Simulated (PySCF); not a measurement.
Ge(F)(Cl)2(NH2) (Cl₂FGeH₂N), SMILES [NH2][Ge]([F])([Cl])[Cl].

The structure is a stationary point at B3LYP-D3(BJ)/def2-SVP. The structure was generated by enumeration, and PubChem lists no compound with its InChIKey, so it may never have been made. One conformer was computed; it need not be the lowest.

Two levels are set side by side: PBE/def2-TZVP (PySCF) and B3LYP/def2-TZVP (PySCF). Same geometry, gas phase. Differences are taken from unrounded values.

```json
[
 {"quantity": "orbital gap (eV)", "B3LYP": "6.74", "PBE": "4.83", "PBE minus B3LYP": "-1.92"},
 {"quantity": "highest occupied level (eV)", "B3LYP": "-8.42", "PBE": "-7.18", "PBE minus B3LYP": "1.24"},
 {"quantity": "lowest empty level (eV)", "B3LYP": "-1.67", "PBE": "-2.35", "PBE minus B3LYP": "-0.68"},
 {"quantity": "dipole moment (D)", "B3LYP": "2.96", "PBE": "2.89", "PBE minus B3LYP": "-0.07"},
 {"quantity": "mean polarisability (bohr³)", "B3LYP": "58.0", "PBE": "59.8", "PBE minus B3LYP": "1.9"}
]
```

PBE's occupied levels lie high since its potential decays too fast outside the molecule; exact exchange lowers them and widens the gap. PBE's more diffuse valence density responds more strongly to a field. Differences between two approximate levels are no errors against the true value.

Rough cost on one machine, each run with all the roots and properties that it gave: B3LYP against PBE within a factor of 2.
